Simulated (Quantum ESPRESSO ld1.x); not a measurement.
Results of a calculation; reference values are marked as such.
Problem. In XXXVII, 13 electrons, occupied as [Ne] 3s2 3p1. Level of theory: scalar-relativistic Kohn-Sham, LDA (Slater exchange, Perdew-Zunger correlation), spin-polarised, spherical densities, point nucleus; open shells are filled with parallel spins first (ld1.x of Quantum ESPRESSO 7.5). Some entries of the table are withheld. Estimate them.

orbital,occ.,eigenvalue (eV),<1/r> (bohr^-1)
1s up,1,-29862.283,51.82
1s down,1,-29859.893,51.82
2s up,1,-6183.820,(1)
2s down,1,-6181.502,(2)
2p up,3,(3),11.54
2p down,3,(4),11.54
3s up,1,-2451.728,4.867
3s down,1,-2443.386,4.863
3p up,1,-2326.514,(5)
3p down,0,-2318.143,(6)

Solution. 
(1) 2s up <1/r> (bohr^-1): 12.00
(2) 2s down <1/r> (bohr^-1): 12.00
(3) 2p up eigenvalue (eV): -5783.846
(4) 2p down eigenvalue (eV): -5781.140
(5) 3p up <1/r> (bohr^-1): 4.702
(6) 3p down <1/r> (bohr^-1): 4.700
